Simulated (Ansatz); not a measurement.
Input (CCSDTQ/def2-TZVPP; Ansatz, an electronic-structure program):

Ansatz 0.2 input:
```yaml
crystal:
  periodic: [false, false, false]
  atoms:
    - {symbol: Be, position_ang: [-0.00000000, -0.00000000, -1.39842396]}
    - {symbol: Cl, position_ang: [0.00000000, 0.00000000, 0.32904093]}
basis:
  gaussian:
    orbitals: def2-TZVPP
total_charge: 1
magnetization: {spin_polarized: false}
correlation: {method: ccsdtq, electrons: outside_noble_gas}
```

Output:

```
Functional definition: HF
integrals: 0.04 GiB planned
741 factors; integrals over basis functions are off by at most 2.1e-7 eV
mean field: 0.13 GiB planned
mean field evaluation 1: about -12891.7417 eV, gradient 3.1e1 eV
mean field evaluation 2: about -12891.7434 eV, gradient 3.1e1 eV
mean field evaluation 4: about -12894.4838 eV, gradient 1.3e0 eV
mean field evaluation 8: about -12894.5015 eV, gradient 1.0e-3 eV
mean field evaluation 16: about -12894.4977 eV, gradient 5.5e-1 eV
mean field -12894.50154416 eV, -473.8641915407 hartree, gradient 3.1e-6 eV, S^2 0.000000; 0 other end points of the search recorded, 0 dependent functions left out
6 core orbitals not correlated
reference -12894.50154416 eV, -473.8641915407 hartree; 4, 4 occupied and 51, 51 virtual orbitals, 741 factors
second order -5.60633645 eV of doubles, -0.00000000 eV of singles
coupled cluster: 2.69 GiB planned
cycle   1  -5.92465797 eV  change   -3.2e-1 eV  update   6.5e-2
cycle   2  -6.19849479 eV  change   -2.7e-1 eV  update   3.4e-2
cycle   3  -6.38901881 eV  change   -1.9e-1 eV  update   1.7e-2
cycle   4  -6.35108226 eV  change    3.8e-2 eV  update   6.4e-3
cycle   5  -6.35507289 eV  change   -4.0e-3 eV  update   4.5e-3
cycle   6  -6.35851958 eV  change   -3.4e-3 eV  update   2.5e-3
cycle   7  -6.35695528 eV  change    1.6e-3 eV  update   6.4e-4
cycle   8  -6.35634948 eV  change    6.1e-4 eV  update   4.7e-4
cycle   9  -6.35654537 eV  change   -2.0e-4 eV  update   1.5e-4
cycle  10  -6.35681106 eV  change   -2.7e-4 eV  update   8.6e-5
cycle  11  -6.35680877 eV  change    2.3e-6 eV  update   5.6e-5
cycle  12  -6.35678191 eV  change    2.7e-5 eV  update   1.5e-5
cycle  13  -6.35673167 eV  change    5.0e-5 eV  update   8.2e-6
cycle  14  -6.35673313 eV  change   -1.5e-6 eV  update   5.1e-6
cycle  15  -6.35673526 eV  change   -2.1e-6 eV  update   1.2e-6
cycle  16  -6.35673572 eV  change   -4.6e-7 eV  update   6.4e-7
Total energy: -12900.85827988 eV, -474.0977972697 hartree
```
